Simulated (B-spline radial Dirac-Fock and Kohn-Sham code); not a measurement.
# Photoionisation of neon ions at Cr Kα (5414.7 eV)

These are calculated numbers from a B-spline atomic structure program; the model is Dirac-Hartree-Slater photoionisation with all multipoles and Dirac-Fock thresholds. Cross sections in kb; a dash marks an empty subshell or a threshold above the photon energy.

```
 ion  configuration  total    1s     2s    2p1/2    2p3/2
  Ne   [He] 2s2 2p6  2.470  2.33  0.123  0.00416  0.00812
Ne³⁺   [He] 2s2 2p3  2.508  2.34  0.155  0.00319  0.00625
Ne⁸⁺            1s2  2.473  2.47      –        –        –
```
